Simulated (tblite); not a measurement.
Parent: `[NH2:1][Si@@H:2]1[CH2:3][O:4][CH2:5][SiH2:6][NH:7]1` with H–N1–Si2–C3 -55° and 169°, N1–Si2–C3–O4 -154°, Si2–C3–O4–C5 71°, C3–O4–C5–Si6 -75°, O4–C5–Si6–N7 45°, C2H10N2OSi2.

Computed geometry: GFN2-xTB, gas phase. One conformer each, not checked by frequencies here.

```json
{"coordinate of the parent": "N1–Si2", "value": "1.725 Å"}
{"coordinate of the parent": "Si2–C3", "value": "1.903 Å"}
{"coordinate of the parent": "C3–O4", "value": "1.417 Å"}
{"coordinate of the parent": "O4–C5", "value": "1.419 Å"}
{"coordinate of the parent": "C5–Si6", "value": "1.907 Å"}
{"coordinate of the parent": "Si6–N7", "value": "1.728 Å"}
{"coordinate of the parent": "Si2–N7", "value": "1.734 Å"}
{"coordinate of the parent": "N1–Si2–C3", "value": "107.9°"}
{"coordinate of the parent": "N1–Si2–N7", "value": "106.6°"}
{"coordinate of the parent": "C3–Si2–N7", "value": "106.2°"}
{"coordinate of the parent": "Si2–C3–O4", "value": "113.0°"}
{"coordinate of the parent": "C3–O4–C5", "value": "113.7°"}
{"coordinate of the parent": "O4–C5–Si6", "value": "112.9°"}
{"coordinate of the parent": "C5–Si6–N7", "value": "104.5°"}
{"coordinate of the parent": "Si2–N7–Si6", "value": "124.5°"}
```

**Question.** How does the shared frame change in `[CH3:1][C:2](=[O:3])[C@@H:4]1[O:5][CH2:6][Si@H:7]([NH2:8])[NH:9][SiH2:10]1` with C1–C2–C4–O5 16°, C6–Si7–N8–H 53° and -170°, C2–C4–O5–C6 157°, C4–O5–C6–Si7 58°, O5–C6–Si7–N8 113°, C6–Si7–N9–Si10 -22°, C4H12N2O2Si2? Atoms pair as N1 = N8, Si2 = Si7, C3 = C6, O4 = O5, C5 = C4, Si6 = Si10, N7 = N9 (parent first).

**Answer.** 
```json
{"parent": "N1–Si2", "relative": "N8–Si7", "value in the relative": "1.722 Å", "change": "-0.003"}
{"parent": "Si2–C3", "relative": "Si7–C6", "value in the relative": "1.913 Å", "change": "+0.010"}
{"parent": "C3–O4", "relative": "C6–O5", "value in the relative": "1.414 Å", "change": "-0.003"}
{"parent": "O4–C5", "relative": "O5–C4", "value in the relative": "1.417 Å", "change": "-0.002"}
{"parent": "C5–Si6", "relative": "C4–Si10", "value in the relative": "1.923 Å", "change": "+0.016"}
{"parent": "Si6–N7", "relative": "Si10–N9", "value in the relative": "1.726 Å", "change": "-0.002"}
{"parent": "Si2–N7", "relative": "Si7–N9", "value in the relative": "1.735 Å", "change": "+0.001"}
{"parent": "N1–Si2–C3", "relative": "N8–Si7–C6", "value in the relative": "109.0°", "change": "+1.1"}
{"parent": "N1–Si2–N7", "relative": "N8–Si7–N9", "value in the relative": "107.1°", "change": "+0.5"}
{"parent": "C3–Si2–N7", "relative": "C6–Si7–N9", "value in the relative": "106.8°", "change": "+0.6"}
{"parent": "Si2–C3–O4", "relative": "Si7–C6–O5", "value in the relative": "114.1°", "change": "+1.1"}
{"parent": "C3–O4–C5", "relative": "C6–O5–C4", "value in the relative": "113.9°", "change": "+0.2"}
{"parent": "O4–C5–Si6", "relative": "O5–C4–Si10", "value in the relative": "108.4°", "change": "-4.5"}
{"parent": "C5–Si6–N7", "relative": "C4–Si10–N9", "value in the relative": "101.2°", "change": "-3.3"}
{"parent": "Si2–N7–Si6", "relative": "Si7–N9–Si10", "value in the relative": "126.0°", "change": "+1.5"}
```

Of the parent's bonds, C5–Si6 changes most (+0.016 Å). Bonds of the relative outside the shared frame: C1–C2 1.503, C2=O3 1.213, C2–C4 1.487 Å. Point group C1 → C1.

**Question.** How does the shared frame change in `[N:1]#[C:2][C@@H:3]1[O:4][CH2:5][Si@H:6]([NH2:7])[NH:8][SiH2:9]1` with C5–Si6–N7–H 177° and -42°, C2–C3–O4–C5 -37°, C3–O4–C5–Si6 -53°, O4–C5–Si6–N7 120°, C5–Si6–N8–Si9 25°, C3H9N3OSi2? Atoms pair as N1 = N7, Si2 = Si6, C3 = C5, O4 = O4, C5 = C3, Si6 = Si9, N7 = N8 (parent first).

**Answer.** 
| parent | relative | value in the relative | change |
| --- | --- | --- | --- |
| N1–Si2 | N7–Si6 | 1.716 Å | -0.009 |
| Si2–C3 | Si6–C5 | 1.914 Å | +0.011 |
| C3–O4 | C5–O4 | 1.417 Å | 0.000 |
| O4–C5 | O4–C3 | 1.426 Å | +0.007 |
| C5–Si6 | C3–Si9 | 1.928 Å | +0.021 |
| Si6–N7 | Si9–N8 | 1.719 Å | -0.009 |
| Si2–N7 | Si6–N8 | 1.754 Å | +0.020 |
| N1–Si2–C3 | N7–Si6–C5 | 106.2° | -1.7 |
| N1–Si2–N7 | N7–Si6–N8 | 117.2° | +10.6 |
| C3–Si2–N7 | C5–Si6–N8 | 104.8° | -1.4 |
| Si2–C3–O4 | Si6–C5–O4 | 115.7° | +2.7 |
| C3–O4–C5 | C5–O4–C3 | 115.2° | +1.5 |
| O4–C5–Si6 | O4–C3–Si9 | 106.1° | -6.8 |
| C5–Si6–N7 | C3–Si9–N8 | 101.6° | -2.9 |
| Si2–N7–Si6 | Si6–N8–Si9 | 126.2° | +1.7 |

Of the parent's bonds, C5–Si6 and Si2–N7 change most and about equally (+0.020 to +0.021 Å). Bonds of the relative outside the shared frame: N1≡C2 1.148, C2–C3 1.426 Å. Point group C1 → C1.

**Question.** How does the shared frame change in `[NH2:1][Si@@H:2]1[CH2:3][O:4][CH2:5][Si@@H:6]([OH:7])[NH:8]1` with H–N1–Si2–C3 172° and 32°, C5–Si6–O7–H 62°, N1–Si2–C3–O4 -77°, Si2–C3–O4–C5 -72°, C3–O4–C5–Si6 71°, O4–C5–Si6–O7 -167°, C2H10N2O2Si2? Atoms pair as N1 = N1, Si2 = Si2, C3 = C3, O4 = O4, C5 = C5, Si6 = Si6, N7 = N8 (parent first).

**Answer.** 
| parent | relative | value in the relative | change |
| --- | --- | --- | --- |
| N1–Si2 | N1–Si2 | 1.721 Å | -0.004 |
| Si2–C3 | Si2–C3 | 1.904 Å | +0.001 |
| C3–O4 | C3–O4 | 1.420 Å | +0.003 |
| O4–C5 | O4–C5 | 1.419 Å | 0.000 |
| C5–Si6 | C5–Si6 | 1.909 Å | +0.002 |
| Si6–N7 | Si6–N8 | 1.730 Å | +0.002 |
| Si2–N7 | Si2–N8 | 1.744 Å | +0.010 |
| N1–Si2–C3 | N1–Si2–C3 | 106.1° | -1.8 |
| N1–Si2–N7 | N1–Si2–N8 | 118.0° | +11.4 |
| C3–Si2–N7 | C3–Si2–N8 | 104.0° | -2.2 |
| Si2–C3–O4 | Si2–C3–O4 | 112.9° | -0.1 |
| C3–O4–C5 | C3–O4–C5 | 113.8° | +0.1 |
| O4–C5–Si6 | O4–C5–Si6 | 114.1° | +1.2 |
| C5–Si6–N7 | C5–Si6–N8 | 103.9° | -0.6 |
| Si2–N7–Si6 | Si2–N8–Si6 | 123.4° | -1.1 |

Of the parent's bonds, Si2–N7 changes most (+0.010 Å). Bonds of the relative outside the shared frame: Si6–O7 1.629 Å. Point group C1 → C1.
